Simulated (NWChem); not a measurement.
System: H2SeS; SMILES S[SeH]

```xyz
4

Se     0.0356     0.7216     0.0118
H     -1.4281     0.9192    -0.0370
S      0.0097    -1.4850     0.0571
H      0.0636    -1.6931    -1.2798
```
Atoms are numbered in this order, from 1.

All runs: NWChem. Structure relaxed at the PBE0/def2-SVP level. B3LYP is NWChem's, with the RPA form of VWN correlation. Ions are spin-unrestricted doublets at the neutral geometry; other ion states weren't tried.

| level | −ε(HOMO) (eV) |
|---|---|
| B3LYP/aug-cc-pVDZ | 6.98 |
| r2SCAN/aug-cc-pVDZ | 6.32 |
| LDA (Slater exchange, VWN5)/aug-cc-pVDZ | [?] |
| PBE0/aug-cc-pVDZ | 7.22 |

Task: Some entries are withheld; supply them.

Result: 
- LDA (Slater exchange, VWN5)/aug-cc-pVDZ, −ε(HOMO) (eV): 6.16
